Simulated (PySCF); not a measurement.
iodine (I2), singlet, at a GFN2-xTB geometry (core potentials on I); DF-B3LYP/def2-TZVP in PySCF.

The PySCF input:
```python
from pyscf import gto, scf, dft

mol = gto.M(
    atom='''
I    -0.000000   -0.000000   -1.331921
I     0.000000    0.000000    1.331921
''',
    basis='def2-tzvp',
    ecp={'I': 'def2-tzvp'},
    charge=0,
    spin=0,
    verbose=4,
)

mf = dft.RKS(mol)
mf.xc = 'b3lyp'
mf.level_shift = 0.5
mf.max_cycle = 100
mf = mf.density_fit(auxbasis='def2-universal-jkfit')
mf.kernel()
```

It wrote (shortened):

```
PySCF version 2.14.0

[INPUT] verbose = 4
[INPUT] num. atoms = 2
[INPUT] num. electrons = 50
[INPUT] charge = 0
[INPUT] spin (= nelec alpha-beta = 2S) = 0
[INPUT] symmetry False subgroup None
[INPUT] Mole.unit = angstrom
[INPUT] Symbol           X                Y                Z      unit          X                Y                Z       unit  Magmom
[INPUT]  1 I      0.000000000000   0.000000000000  -1.331921000000 AA    0.000000000000   0.000000000000  -2.516965909557 Bohr   0.0
[INPUT]  2 I      0.000000000000   0.000000000000   1.331921000000 AA    0.000000000000   0.000000000000   2.516965909557 Bohr   0.0

nuclear repulsion = 124.157422559221
number of shells = 32
number of NR pGTOs = 190
number of NR cGTOs = 100
basis = def2-tzvp
ecp = {'I': 'def2-tzvp'}

******** <class 'pyscf.df.df_jk.DFRKS'> ********
method = DFRKS
initial guess = minao
damping factor = 0
level_shift factor = 0.5
DIIS = <class 'pyscf.scf.diis.CDIIS'>
diis_start_cycle = 1
diis_space = 8
diis_damp = 0
SCF conv_tol = 1e-09
SCF conv_tol_grad = None
SCF max_cycles = 100
direct_scf = False
XC library pyscf.dft.libxc version 7.1.2
    S. Lehtola, C. Steigemann, M. J. T. Oliveira, and M. A. L. Marques,  SoftwareX 7, 1–5 (2018)
XC functionals = b3lyp
    P. J. Stephens, F. J. Devlin, C. F. Chabalowski, and M. J. Frisch,  J. Phys. Chem. 98, 11623 (1994)
radial grids:
    Treutler-Ahlrichs [JCP 102, 346 (1995); DOI:10.1063/1.469408] (M4) radial grids

becke partition: Becke, JCP 88, 2547 (1988); DOI:10.1063/1.454033
pruning grids: <function nwchem_prune>
grids dens level: 3
symmetrized grids: False
atomic radii adjust function: <function treutler_atomic_radii_adjust>
small_rho_cutoff = 0
Set gradient conv threshold to 3.16228e-05
Initial guess from minao.
tot grids = 43920
******** <class 'pyscf.df.df.DF'> ********
auxbasis = def2-universal-jkfit
init E= -510.967211007527
  HOMO = -1.1678344390186  LUMO = -1.01939945627586  gap/eV = 4.03912
cycle= 1 E= -593.988106695365  delta_E=  -83  |g|= 3.58  |ddm|= 26.5
  HOMO = -0.0144471202275422  LUMO = 0.525126033092447  gap/eV = 14.68253
cycle= 2 E= -595.363428734417  delta_E= -1.38  |g|= 1.78  |ddm|= 7.15
  HOMO = -0.221175341050182  LUMO = 0.395558687999823  gap/eV = 16.78219
cycle= 3 E= -595.609032896633  delta_E= -0.246  |g|= 0.34  |ddm|= 1.27
  HOMO = -0.263704573587425  LUMO = 0.356095718855115  gap/eV = 16.86563
cycle= 4 E= -595.624268441498  delta_E= -0.0152  |g|= 0.0604  |ddm|= 0.387
  HOMO = -0.264001078855507  LUMO = 0.356259651228965  gap/eV = 16.87815
cycle= 5 E= -595.625101886594  delta_E= -0.000833  |g|= 0.022  |ddm|= 0.11
  HOMO = -0.261357494827388  LUMO = 0.359262505611444  gap/eV = 16.88793
cycle= 6 E= -595.625201558498  delta_E= -9.97e-05  |g|= 0.00501  |ddm|= 0.0276
  HOMO = -0.260851630774814  LUMO = 0.359742617334295  gap/eV = 16.88723
cycle= 7 E= -595.625218524301  delta_E= -1.7e-05  |g|= 0.00247  |ddm|= 0.0117
  HOMO = -0.260980757393183  LUMO = 0.359652011465064  gap/eV = 16.88828
cycle= 8 E= -595.625223039547  delta_E= -4.52e-06  |g|= 0.00123  |ddm|= 0.00608
  HOMO = -0.260994339593133  LUMO = 0.359637101663836  gap/eV = 16.88824
cycle= 9 E= -595.62522419031  delta_E= -1.15e-06  |g|= 0.00061  |ddm|= 0.00306
  HOMO = -0.260987888228926  LUMO = 0.359649586043684  gap/eV = 16.88841
cycle= 10 E= -595.62522448102  delta_E= -2.91e-07  |g|= 0.000321  |ddm|= 0.00156
  HOMO = -0.260994484648449  LUMO = 0.359643321774567  gap/eV = 16.88841
cycle= 11 E= -595.625224557873  delta_E= -7.69e-08  |g|= 0.000164  |ddm|= 0.000803
  HOMO = -0.260994701216651  LUMO = 0.359642963133375  gap/eV = 16.88841
cycle= 12 E= -595.625224577975  delta_E= -2.01e-08  |g|= 8.5e-05  |ddm|= 0.000416
  HOMO = -0.260995622595392  LUMO = 0.359642194379763  gap/eV = 16.88842
cycle= 13 E= -595.62522458332  delta_E= -5.35e-09  |g|= 4.36e-05  |ddm|= 0.000217
  HOMO = -0.260995683038845  LUMO = 0.359642112283385  gap/eV = 16.88841
cycle= 14 E= -595.625224584738  delta_E= -1.42e-09  |g|= 2.26e-05  |ddm|= 0.000113
  HOMO = -0.260995757754499  LUMO = 0.359642007403213  gap/eV = 16.88841
cycle= 15 E= -595.625224585119  delta_E= -3.81e-10  |g|= 1.17e-05  |ddm|= 5.91e-05
  HOMO = -0.260995408694224  LUMO = -0.140357838337874  gap/eV = 3.28272
Extra cycle  E= -595.62522458525  delta_E= -1.31e-10  |g|= 7.94e-06  |ddm|= 6.19e-05
converged SCF energy = -595.62522458525
```
